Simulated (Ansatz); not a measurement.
`O[Si](O)(O)O[SiH2]F`, charge 0, multiplicity 1.

Q: Give a relaxed structure at PBE0-D4/def2-TZVP (Ansatz 0.2.0). (Best estimate.)

A: Ansatz gave: 
Z-matrix (Å, degrees):
```
Si
O 1 1.630
O 1 1.626 2 106.8
O 1 1.626 2 114.8 3 119.9
O 1 1.625 2 108.5 3 -122.9
H 2 0.958 1 117.7 3 164.9
H 3 0.958 1 117.3 2 -35.9
H 4 0.958 1 117.1 2 -72.0
Si 5 1.620 1 145.5 2 166.0
F 9 1.594 5 108.8 1 -94.5
H 9 1.477 5 108.6 1 149.0
H 9 1.478 5 111.3 1 23.6
```
This is one stationary point; other conformers may exist.
